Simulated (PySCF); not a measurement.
Badger's rule along the second period: bonds to I

PBE0 in PySCF with x2c-SVPall on every atom, spin-free X2C, for the lowest determinant that a PBE0 search found; no spin–orbit coupling. Badger's rule says that Re = d + c·k^(−1/3) for bonds between atoms of fixed rows.

```
molecule  state (unpaired electrons)  Re (Å)  k (mdyn/Å)
      IO               doublet (π ↑)   1.923        3.55
      IF      singlet (closed shell)   1.942           ?
      CI               doublet (π ↑)   2.035           ?
      BI      singlet (closed shell)   2.127           ?
     BeI               doublet (σ ↑)   2.208        1.80
```

Problem. Fix c and d from IO and BeI.

Solution. c = (2.208 − 1.923)/(1.8^(−1/3) − 3.55^(−1/3)) = 1.711, d = 1.923 − c·3.55^(−1/3) = 0.801 Å.

Problem. Predict k of the others and set the computed values beside them.

Solution. 

```csv
molecule,k by the rule,k computed,difference (%)
IF,3.38,3.88,-13
CI,2.67,2.71,-2
BI,2.15,2.13,1
```

The rule misses by 5 % on average, well for two fitted constants.

Spin–orbit coupling is left out. States were picked by a PBE0 search and need not be the measured ground states.
